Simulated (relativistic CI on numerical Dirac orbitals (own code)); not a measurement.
# Level scheme of Mo¹⁴⁺

These numbers are calculated, not measured: Dirac-Coulomb-Breit CI, KLI orbitals optimised for each configuration, model QED, unscaled Slater integrals (own radial code, finite nucleus).

Configurations in the expansion (outside the closed core [Ne]): 3s²3p⁶3d¹⁰, 3s²3p⁶3d⁹4s, 3s²3p⁶3d⁹4p, 3s²3p⁶3d⁹4d, 3s²3p⁶3d⁸4s², 3s²3p⁶3d⁸4s4p, 3s²3p⁶3d⁹4f, 3s²3p⁶3d⁹5s, 3s²3p⁶3d⁸4p², 3s²3p⁵3d¹⁰4s, 3s²3p⁶3d⁹5p, 3s²3p⁶3d⁸4s4d, 3s²3p⁶3d⁹5d, 3s²3p⁵3d¹⁰4p, 3s²3p⁶3d⁸4p4d, 3s²3p⁶3d⁹5f, 3s²3p⁶3d⁹5g, 3s²3p⁶3d⁹6s, 3s²3p⁵3d⁹4s², 3s²3p⁶3d⁹6p, 3s²3p⁶3d⁸4d², 3s²3p⁶3d⁹6d, 3s²3p⁵3d¹⁰4d, 3s²3p⁵3d⁹4s4p, 3s3p⁶3d¹⁰4s, 3s²3p⁵3d⁹4p², 3s²3p⁵3d⁹4s4d, 3s3p⁶3d¹⁰4p, 3s²3p⁵3d¹⁰4f, 3s3p⁶3d⁹4s², 3s²3p⁵3d¹⁰5s, 3s²3p⁵3d⁹4p4d, 3s3p⁶3d⁹4s4p, 3s²3p⁵3d¹⁰5p, 3s3p⁶3d¹⁰4d, 3s²3p⁴3d¹⁰4s². Levels of other configurations are missing.

| No. | Configuration | Term | J | E (cm⁻¹) | % | jj configuration (%) |
| --- | --- | --- | --- | --- | --- | --- |
| 1 | 3s²3p⁶3d¹⁰ | ¹S | 0 | 0 | 100 | closed (100) |
| 2 | 3s²3p⁶3d⁹4s | ³D | 3 | 1695740 | 100 | 3d5/2^5 4s (100) |
| 3 | 3s²3p⁶3d⁹4s | ³D | 2 | 1700862 | 59 | 3d5/2^5 4s (96) |
| 4 | 3s²3p⁶3d⁹4s | ³D | 1 | 1722495 | 100 | 3d3/2^3 3d5/2^6 4s (100) |
| 5 | 3s²3p⁶3d⁹4s | ¹D | 2 | 1727437 | 59 | 3d3/2^3 3d5/2^6 4s (96) |
| 6 | 3s²3p⁶3d⁹4p | ³P° | 2 | 1932417 | 80 | 3d5/2^5 4p1/2 (88) |
| 7 | 3s²3p⁶3d⁹4p | ³F° | 3 | 1940165 | 54 | 3d5/2^5 4p1/2 (98) |
| 8 | 3s²3p⁶3d⁹4p | ³F° | 2 | 1962575 | 88 | 3d3/2^3 3d5/2^6 4p1/2 (88) |
| 9 | 3s²3p⁶3d⁹4p | ³P° | 1 | 1962953 | 82 | 3d3/2^3 3d5/2^6 4p1/2 (44) |
| 10 | 3s²3p⁶3d⁹4p | ³F° | 4 | 1968295 | 100 | 3d5/2^5 4p3/2 (100) |
| 11 | 3s²3p⁶3d⁹4p | ¹D° | 2 | 1979278 | 66 | 3d5/2^5 4p3/2 (80) |
| 12 | 3s²3p⁶3d⁹4p | ³P° | 0 | 1983575 | 100 | 3d3/2^3 3d5/2^6 4p3/2 (100) |
| 13 | 3s²3p⁶3d⁹4p | ¹P° | 1 | 1983758 | 82 | 3d3/2^3 3d5/2^6 4p1/2 (52) |
| 14 | 3s²3p⁶3d⁹4p | ³D° | 3 | 1983930 | 72 | 3d5/2^5 4p3/2 (98) |
| 15 | 3s²3p⁶3d⁹4p | ³F° | 3 | 2000148 | 45 | 3d3/2^3 3d5/2^6 4p3/2 (98) |
| 16 | 3s²3p⁶3d⁹4p | ³D° | 1 | 2004356 | 67 | 3d3/2^3 3d5/2^6 4p3/2 (82) |
| 17 | 3s²3p⁶3d⁹4p | ³D° | 2 | 2009373 | 58 | 3d3/2^3 3d5/2^6 4p3/2 (96) |
| 18 | 3s²3p⁶3d⁹4d | ³S | 1 | 2340289 | 86 | 3d5/2^5 4d3/2 (58) |
| 19 | 3s²3p⁶3d⁹4d | ³G | 4 | 2361978 | 59 | 3d5/2^5 4d3/2 (97) |
| 20 | 3s²3p⁶3d⁹4d | ³P | 2 | 2363396 | 63 | 3d5/2^5 4d3/2 (77) |
| 21 | 3s²3p⁶3d⁹4d | ¹P | 1 | 2364404 | 52 | 3d5/2^5 4d5/2 (62) |
| 22 | 3s²3p⁶3d⁹4d | ³G | 5 | 2364566 | 100 | 3d5/2^5 4d5/2 (100) |
| 23 | 3s²3p⁶3d⁹4d | ³D | 3 | 2369692 | 65 | 3d5/2^5 4d3/2 (70) |
| 24 | 3s²3p⁶3d⁹4d | ¹F | 3 | 2374769 | 35 | 3d5/2^5 4d5/2 (67) |
| 25 | 3s²3p⁶3d⁹4d | ¹D | 2 | 2377303 | 33 | 3d5/2^5 4d5/2 (69) |
| 26 | 3s²3p⁶3d⁹4d | ³P | 0 | 2377558 | 99 | 3d3/2^3 3d5/2^6 4d3/2 (54) |
| 27 | 3s²3p⁶3d⁹4d | ³F | 4 | 2378916 | 71 | 3d5/2^5 4d5/2 (94) |
| 28 | 3s²3p⁶3d⁹4d | ¹P | 1 | 2384139 | 43 | 3d3/2^3 3d5/2^6 4d3/2 (46) |
| 29 | 3s²3p⁶3d⁹4d | ³G | 3 | 2389362 | 61 | 3d3/2^3 3d5/2^6 4d3/2 (84) |
| 30 | 3s²3p⁶3d⁹4d | ³D | 1 | 2392280 | 71 | 3d3/2^3 3d5/2^6 4d3/2 (51) |
| 31 | 3s²3p⁶3d⁹4d | ¹G | 4 | 2396519 | 38 | 3d3/2^3 3d5/2^6 4d5/2 (95) |
| 32 | 3s²3p⁶3d⁹4d | ³D | 2 | 2401331 | 37 | 3d3/2^3 3d5/2^6 4d5/2 (91) |
| 33 | 3s²3p⁶3d⁹4d | ³F | 2 | 2403303 | 56 | 3d3/2^3 3d5/2^6 4d3/2 (97) |
| 34 | 3s²3p⁶3d⁹4d | ³F | 3 | 2405980 | 53 | 3d3/2^3 3d5/2^6 4d5/2 (94) |
| 35 | 3s²3p⁶3d⁹4d | ¹S | 0 | 2537720 | 96 | 3d5/2^5 4d5/2 (52) |
| 36 | 3s²3p⁶3d⁹4f | ³P° | 0 | 2744202 | 100 | 3d5/2^5 4f5/2 (100) |
| 37 | 3s²3p⁶3d⁹4f | ³P° | 1 | 2747082 | 92 | 3d5/2^5 4f5/2 (74) |
| 38 | 3s²3p⁶3d⁹4f | ³P° | 2 | 2752030 | 71 | 3d5/2^5 4f7/2 (69) |
| 39 | 3s²3p⁶3d⁹4f | ³H° | 6 | 2756168 | 100 | 3d5/2^5 4f7/2 (100) |
| 40 | 3s²3p⁶3d⁹4f | ³H° | 5 | 2758264 | 57 | 3d5/2^5 4f5/2 (97) |
| 41 | 3s²3p⁶3d⁹4f | ¹D° | 2 | 2763004 | 39 | 3d5/2^5 4f5/2 (76) |
| 42 | 3s²3p⁶3d⁹4f | ³D° | 3 | 2763481 | 60 | 3d5/2^5 4f7/2 (51) |
| 43 | 3s²3p⁶3d⁹4f | ³F° | 4 | 2766205 | 82 | 3d5/2^5 4f7/2 (84) |
| 44 | 3s²3p⁶3d⁹4f | ¹G° | 4 | 2767758 | 37 | 3d5/2^5 4f5/2 (79) |
| 45 | 3s²3p⁶3d⁹4f | ³G° | 5 | 2768633 | 71 | 3d5/2^5 4f7/2 (94) |

Energies count from the lowest computed level; ° marks odd parity. Filled j subshells are mostly left out of the jj labels.

The mean weight of the leading LS term, summed over parents, in these 45 levels is 70 %, and that of the leading jj configuration (from the same eigenvectors) 82 %, so jj coupling describes them better and the LS labels are nominal.

At this charge energies of transitions that change n are usually good to better than 1 %, and those within a shell (Δn = 0) to a few per cent.

LS names give the leading component of a level, which can be under half, so a name can repeat, a term be missing and a line seem to break the LS rules.
